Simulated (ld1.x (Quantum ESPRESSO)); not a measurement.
Pseudopotential generation for Te: TM, PBEsol, scalar-relativistic.

Input for ld1.x (Quantum ESPRESSO) 7.5:

```
&input
   title='Te', zed=52., rel=1, dft='PBESOL', iswitch=3,
   config='[Kr] 4d10 5s2 5p3',
   nld=3, rlderiv=2.15, eminld=-6.0, emaxld=5.0, deld=0.02
 /
 &inputp
   pseudotype=2, tm=.true., lloc=0,
   nlcc=.true., rcore=0.50,
   file_pseudopw='Te.UPF', file_wfcaegen='ae.wfc', file_wfcncgen='nc.wfc', file_beta='beta', file_chi='chi'
 /
3
5P  2  1   3.00   0.00  1.95  1.95  0.0
4D  3  2  10.00   0.00  0.90  0.90  0.0
5S  1  0   2.00   0.00  1.65  1.65  0.0
 &test
   configts(1)='4d10 5s2 5p3'
 /
```

Command:

```bash
ld1.x < Te.in > Te.out
```

The program printed (shortened: banner, matrices, multipoles, cross overlaps and the repeated all-electron block are left out):

```
Program LD1 v.7.5
     --------------------------- All-electron run ----------------------------

     Te
     scalar relativistic calculation

     atomic number is 52.00
     dft =PBESOL   lsd =0 sic =0 latt =0  beta=0.20 tr2=1.0E-14
     Exchange-correlation= PBESOL
                           (   1   4  10   8   0   0   0)
     mesh =1245 r(mesh) =  99.36066 a.u. xmin = -7.00 dx = 0.01250
     1 Ry =  13.60569312 eV, c = 137.03599908

     n l     nl                  e(Ry)          e(Ha)          e(eV)
     1 0     1S 1( 2.00)     -2324.2068     -1162.1034    -31622.4449
     2 0     2S 1( 2.00)      -357.0032      -178.5016     -4857.2765
     2 1     2P 1( 6.00)      -320.5973      -160.2987     -4361.9490
     3 0     3S 1( 2.00)       -71.5623       -35.7811      -973.6543
     3 1     3P 1( 6.00)       -59.7301       -29.8650      -812.6689
     4 0     4S 1( 2.00)       -12.7311        -6.3656      -173.2155
     4 1     4P 1( 6.00)        -9.0622        -4.5311      -123.2977
     3 2     3D 1(10.00)       -41.8284       -20.9142      -569.1038
     4 2     4D 1(10.00)        -3.7209        -1.8604       -50.6250
     5 0     5S 1( 2.00)        -1.7277        -0.8639       -23.5069
     5 1     5P 1( 3.00)        -1.0082        -0.5041       -13.7168

     final scf error:  9.7E-15 reached in  23 iterations

     Etot =  -13582.457072 Ry,   -6791.228536 Ha, -184798.742778 eV

     Ekin =   14230.331534 Ry,    7115.165767 Ha,  193613.523888 eV
     Encl =  -32829.813800 Ry,  -16414.906900 Ha, -446672.371845 eV
     Eh   =    5361.687286 Ry,    2680.843643 Ha,   72949.471838 eV
     Exc  =    -344.662092 Ry,    -172.331046 Ha,   -4689.366659 eV

     normalization and overlap integrals

     s(1S/1S) =  1.000000  <r> =   0.0278  <r2> =    0.0010  r(max) =   0.0178
     s(2S/2S) =  1.000000  <r> =   0.1199  <r2> =    0.0169  r(max) =   0.1014
     s(2P/2P) =  1.000000  <r> =   0.1048  <r2> =    0.0134  r(max) =   0.0810
     s(3S/3S) =  1.000000  <r> =   0.3223  <r2> =    0.1187  r(max) =   0.2934
     s(3P/3P) =  1.000000  <r> =   0.3204  <r2> =    0.1191  r(max) =   0.2861
     s(4S/4S) =  1.000000  <r> =   0.7646  <r2> =    0.6610  r(max) =   0.7038
     s(4P/4P) =  1.000000  <r> =   0.8211  <r2> =    0.7691  r(max) =   0.7399
     s(3D/3D) =  1.000000  <r> =   0.2969  <r2> =    0.1044  r(max) =   0.2372
     s(4D/4D) =  1.000000  <r> =   0.9711  <r2> =    1.1084  r(max) =   0.8076
     s(5S/5S) =  1.000000  <r> =   2.0292  <r2> =    4.6508  r(max) =   1.7749
     s(5P/5P) =  1.000000  <r> =   2.4744  <r2> =    6.9787  r(max) =   2.1144

     ------------------------ End of All-electron run ------------------------

     --------------------- Generating NC pseudopotential ---------------------

      Generating local pot.: lloc=0, matching radius rcloc =   1.6500

      Computing core charge for nlcc:

       r > 0.50 : true rho core
       r < 0.50 : rho core = a sin(br)/r    a=  59.24  b=   4.87

      Integrated core pseudo-charge :  14.75

      Wfc   5P  rcut= 1.962  Using Troullier-Martins method

      Wfc   4D  rcut= 0.904  Using Troullier-Martins method

     ------------------- End of pseudopotential generation -------------------

     Computing logarithmic derivative in   2.15443
     Computing logarithmic derivative in   2.15443
     Computing the partial wave expansion
       no projector for channel:   0
     R is outside the sphere for l=    1 j= 0.00
     R is outside the sphere for l=    2 j= 0.00

     ---------------------- Testing the pseudopotential ----------------------

     Te
     scalar relativistic calculation

     atomic number is 52.00   valence charge is 16.00
     dft =PBESOL   lsd =0 sic =0 latt =0  beta=0.20 tr2=1.0E-14
     mesh =1245 r(mesh) =  99.36066 xmin = -7.00 dx = 0.01250

     n l     nl             e AE (Ry)        e PS (Ry)    De AE-PS (Ry)
     3 2     4D   1(10.00)       -3.72087       -3.72085       -0.00002
     1 0     5S   1( 2.00)       -1.72772       -1.72773        0.00001
     2 1     5P   1( 3.00)       -1.00816       -1.00816        0.00000

     eps = 7.9E-15  iter = 14

     Etot =  -13582.457072 Ry,   -6791.228536 Ha, -184798.742778 eV
     Etotps =  -229.580655 Ry,    -114.790327 Ha,   -3123.603935 eV

     Ekin =     129.329042 Ry,      64.664521 Ha,    1759.611255 eV
     Encl =    -279.083258 Ry,    -139.541629 Ha,   -3797.121164 eV
     Ehrt =     150.177749 Ry,      75.088875 Ha,    2043.272373 eV
     Ecxc =     -66.530981 Ry,     -33.265490 Ha,    -905.200111 eV
     (Ecc =     -39.119628 Ry,     -19.559814 Ha,    -532.249659 eV)
     Epseu=    -163.473207 Ry,     -81.736604 Ha,   -2224.166289 eV

     ---------------------- End of pseudopotential test ----------------------
```

Generation and configuration tests took about 1.4 s on one core of a shared server CPU.

Transferability test of the new file with ld1.x, input:

```
&input
   title='Te', zed=52., rel=1, dft='PBESOL', iswitch=2,
   config='[Kr] 4d10 5s2 5p3'
 /
 &test
   file_pseudo='Te.UPF', nconf=8,
   configts(1)='4d10 5s2 5p3',
   configts(2)='4d10 5s2 5p4',
   configts(3)='4d10 5s2 5p2',
   configts(4)='4d10 5s2 5p1',
   configts(5)='4d10 5s2 5p3.5',
   configts(6)='4d10 5s0 5p6',
   configts(7)='4d10 5s1 5p4',
   configts(8)='4d9 5s2 5p4'
 /
```

```bash
ld1.x < Te.test.in > Te.test.out
```

Pseudopotential blocks of its output, shortened (energy terms left out):

```
     ---------------------- Testing the pseudopotential ----------------------

     n l     nl             e AE (Ry)        e PS (Ry)    De AE-PS (Ry)
     3 2     4D   1(10.00)       -3.72087       -3.72085       -0.00002
     1 0     5S   1( 2.00)       -1.72772       -1.72773        0.00001
     2 1     5P   1( 3.00)       -1.00816       -1.00816        0.00000

     eps = 7.9E-15  iter = 14

     Etot =  -13582.457072 Ry,   -6791.228536 Ha, -184798.742778 eV
     Etotps =  -229.580655 Ry,    -114.790328 Ha,   -3123.603940 eV

     ---------------------- End of pseudopotential test ----------------------

          ---------------------- Testing the pseudopotential ----------------------

     n l     nl             e AE (Ry)        e PS (Ry)    De AE-PS (Ry)
     3 2     4D   1(10.00)       -3.05666       -3.06131        0.00465
     1 0     5S   1( 2.00)       -1.11363       -1.11410        0.00047
     2 1     5P   1( 4.00)       -0.43862       -0.43883        0.00021

     eps = 4.7E-15  iter = 14

     Etot =  -13583.173909 Ry,   -6791.586954 Ha, -184808.495841 eV
     Etotps =  -230.297799 Ry,    -115.148900 Ha,   -3133.361185 eV
     dEtot_ae =      -0.716837 Ry
     dEtot_ps =      -0.717144 Ry,   Delta E=       0.000307 Ry

     ---------------------- End of pseudopotential test ----------------------

          ---------------------- Testing the pseudopotential ----------------------

     n l     nl             e AE (Ry)        e PS (Ry)    De AE-PS (Ry)
     3 2     4D   1(10.00)       -4.47959       -4.47234       -0.00725  !
     1 0     5S   1( 2.00)       -2.41080       -2.41010       -0.00070
     2 1     5P   1( 2.00)       -1.64323       -1.64283       -0.00040

     eps = 5.4E-17  iter =  9

     Etot =  -13581.136391 Ry,   -6790.568195 Ha, -184780.773992 eV
     Etotps =  -228.259816 Ry,    -114.129908 Ha,   -3105.633015 eV
     dEtot_ae =       1.320681 Ry
     dEtot_ps =       1.320839 Ry,   Delta E=      -0.000157 Ry

     ---------------------- End of pseudopotential test ----------------------

          ---------------------- Testing the pseudopotential ----------------------

     n l     nl             e AE (Ry)        e PS (Ry)    De AE-PS (Ry)
     3 2     4D   1(10.00)       -5.31472       -5.29809       -0.01662  !
     1 0     5S   1( 2.00)       -3.14526       -3.14393       -0.00133
     2 1     5P   1( 1.00)       -2.32733       -2.32663       -0.00069

     eps = 1.6E-16  iter =  9

     Etot =  -13579.155171 Ry,   -6789.577586 Ha, -184753.818130 eV
     Etotps =  -226.278643 Ry,    -113.139321 Ha,   -3078.677771 eV
     dEtot_ae =       3.301901 Ry
     dEtot_ps =       3.302013 Ry,   Delta E=      -0.000112 Ry

     ---------------------- End of pseudopotential test ----------------------

          ---------------------- Testing the pseudopotential ----------------------

     n l     nl             e AE (Ry)        e PS (Ry)    De AE-PS (Ry)
     3 2     4D   1(10.00)       -3.37534       -3.37800        0.00265
     1 0     5S   1( 2.00)       -1.41054       -1.41082        0.00028
     2 1     5P   1( 3.50)       -0.71383       -0.71397        0.00014

     eps = 6.7E-15  iter = 13

     Etot =  -13582.886740 Ry,   -6791.443370 Ha, -184804.588705 eV
     Etotps =  -230.010467 Ry,    -115.005233 Ha,   -3129.451827 eV
     dEtot_ae =      -0.429668 Ry
     dEtot_ps =      -0.429812 Ry,   Delta E=       0.000144 Ry

     ---------------------- End of pseudopotential test ----------------------

          ---------------------- Testing the pseudopotential ----------------------

     n l     nl             e AE (Ry)        e PS (Ry)    De AE-PS (Ry)
     3 2     4D   1(10.00)       -3.25005       -3.26245        0.01240  !
     1 0     5S   1( 0.00)       -1.22087       -1.22197        0.00110
     2 1     5P   1( 6.00)       -0.51712       -0.51698       -0.00014

     eps = 6.1E-15  iter = 13

     Etot =  -13581.794612 Ry,   -6790.897306 Ha, -184789.729551 eV
     Etotps =  -228.916985 Ry,    -114.458493 Ha,   -3114.574253 eV
     dEtot_ae =       0.662460 Ry
     dEtot_ps =       0.663670 Ry,   Delta E=      -0.001210 Ry

     ---------------------- End of pseudopotential test ----------------------

          ---------------------- Testing the pseudopotential ----------------------

     n l     nl             e AE (Ry)        e PS (Ry)    De AE-PS (Ry)
     3 2     4D   1(10.00)       -3.82104       -3.82483        0.00379
     1 0     5S   1( 1.00)       -1.78516       -1.78540        0.00024
     2 1     5P   1( 4.00)       -1.05345       -1.05319       -0.00025

     eps = 2.9E-16  iter = 11

     Etot =  -13581.731441 Ry,   -6790.865720 Ha, -184788.870063 eV
     Etotps =  -228.854736 Ry,    -114.427368 Ha,   -3113.727309 eV
     dEtot_ae =       0.725631 Ry
     dEtot_ps =       0.725919 Ry,   Delta E=      -0.000288 Ry

     ---------------------- End of pseudopotential test ----------------------

          ---------------------- Testing the pseudopotential ----------------------

     n l     nl             e AE (Ry)        e PS (Ry)    De AE-PS (Ry)
     3 2     4D   1( 9.00)       -4.20259       -4.26955        0.06695  !
     1 0     5S   1( 2.00)       -1.88874       -1.88782       -0.00093
     2 1     5P   1( 4.00)       -1.11519       -1.10912       -0.00607  !

     eps = 3.0E-15  iter = 11

     Etot =  -13579.558180 Ry,   -6789.779090 Ha, -184759.301342 eV
     Etotps =  -226.644650 Ry,    -113.322325 Ha,   -3083.657551 eV
     dEtot_ae =       2.898892 Ry
     dEtot_ps =       2.936005 Ry,   Delta E=      -0.037113 Ry

     ---------------------- End of pseudopotential test ----------------------
```
